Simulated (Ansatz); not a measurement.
# Ligand exchange: SiH2(CH3)Br + C2H4Cl2 → SiH2(CH3)2 + CHBrCl2

Gas-phase species: SiH2(CH3)Br, singlet; C2H4Cl2 (1,1-dichloroethane) `CC(Cl)Cl`, singlet; SiH2(CH3)2 (dimethylsilane), singlet; CHBrCl2 (bromodichloromethane) `ClC(Cl)Br`, singlet. The partners trade Br for CH3: Si–Br and C–CH3 bonds give way to Si–CH3 and C–Br.

Shapes, held fixed at every level: PBE0-D4/def2-TZVP. Programs: Ansatz 0.2.0. The zero-point and thermal change to 298 K, harmonic and unscaled (PBE0-D4/def2-TZVP), is -6.5 kJ/mol.

(1) Estimate ΔH(298 K) of this reaction.

## Answers

(1) The highest level, CCSD(T)/def2-TZVPP, gives ΔH(298 K) = +144.3 kJ/mol; the levels span +133.4 to +177.3. The column of differences is taken from that level and isn't an error. No measured value is set beside it here. Relativity is left out for Br. Outer-core shells of Br are correlated, in sets that cover them unevenly.

```tsv
level	kind	ΔH(298 K) (kJ/mol)	less CCSD(T)/def2-TZVPP
HF/def2-SVP	Hartree–Fock	+177.3	+33.0
PBE-D4/def2-TZVPP	GGA	+133.4	-10.9
BHLYP-D4/def2-TZVPP	global hybrid	+153.3	+9.0
PBE0-D4/def2-TZVPP	global hybrid	+144.6	+0.3
wB97M-V/def2-TZVPP	range-separated hybrid	+145.7	+1.4
CCSD/def2-TZVPP	coupled cluster or CI	+148.0	+3.7
CCSD(T)/def2-TZVPP	coupled cluster or CI	+144.3	0.0
```
